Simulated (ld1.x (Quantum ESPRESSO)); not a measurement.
## beryllium (Be): excitation energies, all-electron against RRKJ

* Element: beryllium
* Generator: ld1.x (Quantum ESPRESSO) 7.5
* Type: norm-conserving RRKJ (Kleinman–Bylander form)
* Functional: LDA (PZ)
* Relativity: non-relativistic
* Frozen core: none
* Valence charge: 4
* Reference configuration: 1s2 2s0 2p0 (charge +2)
* Partial waves: 1s (bound): rc 0.30 bohr; 2p (bound, empty): rc 3.60 bohr
* Local potential: all-electron potential smoothed inside 1.20 bohr (lloc = -2)
* Core correction: none

Energies are relative to the spin-unpolarised reference configuration 1s2 2s0 2p0; without spin polarisation the order of configurations can differ from experiment. Spin-polarised rows fill each open shell by Hund’s rule, majority spin first.

Problem. Give the all-electron excitation energy and the error of the potential for: 1s2 2s2 2p0; 1s2 2s1 2p0; 1s2 2s1.5 2p0; 1s2 2s1 2p1; 1s2 2s0 2p1; 1s2 2s0 2p2; 1s1 2s2 2p0; 1s2 2s1 2p0 (spin-polarised); 1s2 2s1.5 2p0 (spin-polarised).

Solution.

```csv
valence configuration,charge,ΔE all-electron (eV),error AE − PS (meV)
1s2 2s2 2p0,0,-27.294,-765
1s2 2s1 2p0,+1,-17.775,-534
1s2 2s1.5 2p0,+0.5,-23.543,-680
1s2 2s1 2p1,0,-23.776,-19
1s2 2s0 2p1,+1,-13.964,+459
1s2 2s0 2p2,0,-20.227,+755
1s1 2s2 2p0,+1,99.407,-2496
1s2 2s1 2p0 (spin-polarised),+1,-18.251,-545
1s2 2s1.5 2p0 (spin-polarised),+0.5,-23.623,-682
```

Levels in the configuration 1s2 2s1.5 2p0:

```json
{"level": "1s", "all-electron (eV)": "-110.248", "pseudo (eV)": "-111.163"}
{"level": "2s", "all-electron (eV)": "-9.464", "pseudo (eV)": "-9.237"}
```

A Bessel basis up to 400 Ry misses an occupied level by 0.08 Ry, so cutoffs and ghosts were not judged.
